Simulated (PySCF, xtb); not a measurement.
3-fluorothiophene (C4H3FS), SMILES Fc1ccsc1.

GFN2-xTB run with xtb at its own geometry gives an orbital gap of 3.93 eV and a dipole moment of 1.53 D.

Geometry optimised at B3LYP-D3(BJ)/def2-SVP.

### Question
What does PBE0/def2-TZVP (PySCF) give? (The exact figures need the calculation; the answer reports its results.)

### Answer
gap 6.27 eV (levels -6.95 and -0.67 eV), dipole 1.14 D.
